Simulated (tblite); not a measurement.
C5H16Si3.
Numbering: `[CH2:1]=[CH:2][C@@H:3]([CH3:4])[SiH2:5][CH:6]([SiH3:7])[SiH3:8]` (hydrogens: H9, H10 on C1; H11 on C2; H12 on C3; H13, H14, H15 on C4; H16, H17 on Si5; H18 on C6; H19, H20, H21 on Si7; H22, H23, H24 on Si8)

Cartesian coordinates in Å at the GFN2-xTB level; atoms count from 1:
```xyz
24
C5H16Si3 angstrom
C      2.092    1.311   -1.166
C      2.123    0.494   -0.127
C      1.427   -0.819   -0.049
C      2.317   -1.874    0.602
Si    -0.204   -0.602    0.935
C     -1.344    0.648    0.073
Si    -1.939    0.077   -1.643
Si    -2.797    1.140    1.195
H      1.563    1.054   -2.070
H      2.591    2.265   -1.160
H      2.666    0.780    0.767
H      1.179   -1.146   -1.063
H      1.800   -2.828    0.658
H      3.235   -2.013    0.030
H      2.588   -1.575    1.612
H     -0.853   -1.916    1.052
H      0.145   -0.139    2.288
H     -0.752    1.554   -0.091
H     -0.812   -0.141   -2.555
H     -2.694   -1.173   -1.523
H     -2.802    1.103   -2.238
H     -3.649   -0.024    1.445
H     -3.591    2.195    0.558
H     -2.300    1.646    2.478
```

Calculated harmonic vibrations of the isolated species, GFN2-xTB (tblite), most abundant isotopes, no scaling. Errors from tens to a few hundred cm⁻¹ against measured bands are possible. Modes of hydrogen on silicon can be 10 to 20 % off. One conformer, not necessarily the lowest.

Harmonic wavenumbers (cm⁻¹): 35.5, 43.3, 72.5, 98.8, 109.3, 117.5, 158.1, 175.8, 216.4, 219.8, 234.7, 270.5, 298.7, 445.6, 475.2, 491.8, 504.7, 516.1, 532.4, 579.5, 611.1, 666.4, 709.2, 734.5, 771.4, 778.1, 788.3, 791.1, 793.4, 809.1, 816.0, 837.6, 848.6, 876.9, 912.9, 982.9, 1017.1, 1031.2, 1069.0, 1075.0, 1102.8, 1168.1, 1215.6, 1277.7, 1313.3, 1415.8, 1421.3, 1506.5, 1512.5, 1702.7, 2185.8, 2210.6, 2221.3, 2231.4, 2239.5, 2243.5, 2248.3, 2260.0, 2914.3, 2941.8, 3004.0, 3023.3, 3032.0, 3040.9, 3093.6, 3118.0.

A = 1555, B = 661.7, C = 593.2 MHz; mass 160.056 u (most abundant isotopes); point group C1, symmetry number 1.

Problem. Zero-point energy?

Solution. ½Σν̃ = 39080 cm⁻¹ = 111.74 kcal/mol.

Problem. Give the ideal-gas entropy at 500 K and 1 bar in the rigid-rotor, harmonic-oscillator model (classical rotation).

Solution. Translation 43.71, rotation 32.19, vibration 76.91: S = 152.8 cal/(mol K).

Problem. And Cp and H(500 K) − H(0)?

Solution. Cp = 77.46 cal/(mol K), of which vibrations give 69.51 (their classical limit is 66 R = 131.2); H(500 K) − H(0) = 23.03 kcal/mol without the zero-point energy, 19.06 from vibrations.

Problem. How do the functions run with temperature in this model?

Solution. 
| T (K) | S (cal/(mol K)) | Cp (cal/(mol K)) | H − H(0) (kcal/mol) | G − H(0) (kcal/mol) | ln q(vib) |
| --- | --- | --- | --- | --- | --- |
| 100 | 78.1 | 25.5 | 1.66 | -6.15 | 3.19 |
| 200 | 100.2 | 39.9 | 4.92 | -15.11 | 7.48 |
| 300 | 119.2 | 54.6 | 9.66 | -26.09 | 11.61 |
| 800 | 194.2 | 98.6 | 49.71 | -105.67 | 30.39 |
| 1000 | 217.3 | 107.8 | 70.40 | -146.87 | 36.94 |

q(vib) and H(0) count from the zero-point level.

Problem. Blend soft modes into free rotors: weight 1/[1 + (100 cm⁻¹/ν̃)⁴] for the oscillator and the rest for a rotor with moment μB/(μ + B), μ = h/(8π²ν), B = 10⁻⁴⁴ kg m². What vibrational entropy results?

Solution. 70.36 cal/(mol K) in place of 76.91, which changes −T·S at 500 K by +3.28 kcal/mol.

Problem. What must be added to the electronic energy to get the Gibbs energy at 500 K and 1 bar?

Solution. ZPE + [H(500 K) − H(0)] − T·S = 111.74 + 23.03 − 76.41 = 58.36 kcal/mol.

Hindered rotation and anharmonicity are outside this model. Other conformers, if any are populated, would add a mixing term that is left out. The structure is chiral; the term R ln 2 for an equal mix with its mirror image is left out.
